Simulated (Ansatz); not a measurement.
System: sum formula HBO2F, net charge 0, doublet state. It need not be the lowest isomer of its formula. 
Coordinates optimised at B3LYP-D3(BJ)/def2-TZVP (Ansatz, a first-principles code):
```
B
F 1 1.3268
O 1 1.3563 2 119.97
H 3 0.9629 1 115.93 2 180.00
O 1 1.3643 2 119.01 3 -180.00
```
Charge 0, spin multiplicity 2.

Atomisation energy built up term by term with Ansatz (kcal/mol; UHF references for open shells; valence terms freeze the core; atomic spin-orbit terms are left out). CBS marks a two-point X^-3 extrapolation of the correlation energy; Hartree-Fock from the larger set (for Q and 5 zeta extrapolated as (X+1)exp(-9√X)).

```
term                                          basis  kcal/mol
-----------------------  --------------------------  --------
Hartree-Fock                   CBS(cc-pVQZ,cc-pV5Z)    380.99
CCSD correlation               CBS(cc-pVQZ,cc-pV5Z)    127.28
(T)                            CBS(cc-pVQZ,cc-pV5Z)     10.20
core correlation                          cc-pwCVTZ      2.14
scalar relativity (X2C)  cc-pVTZ-DK against cc-pVTZ     -0.70
sum: De                                                 519.9
```

(T) makes 2.0 % of the CCSD(T) atomisation energy; under 5 % is typical of single-reference molecules.
